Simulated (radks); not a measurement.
Species: I37+. Configuration: [Ne] 3s2 3p4 (the NIST ground configuration). All-electron calculation, Dirac Kohn-Sham, PBEsol, spin-unpolarised, spherical densities, finite nucleus; open shells fill j = l - 1/2 first; Fermi nuclear charge, rms radius 4.75 fm. Program: a radial shooting solver on a logarithmic mesh with Libxc functionals.

Spin-orbit splittings of the eigenvalues, e(l+1/2) - e(l-1/2), with zeta = 2 splitting/(2l+1) and mean radii in bohr:

\begin{tabular}{lrrrrr}
shell & occ. & splitting (eV) & zeta (eV) & <r> j=l-1/2 & <r> j=l+1/2 \\ \hline
2p & 6 & 305.3 & 203.6 & 0.09723 & 0.1027 \\
3p & 4 & 74.67 & 49.78 & 0.2697 & 0.2781 \\
\end{tabular}
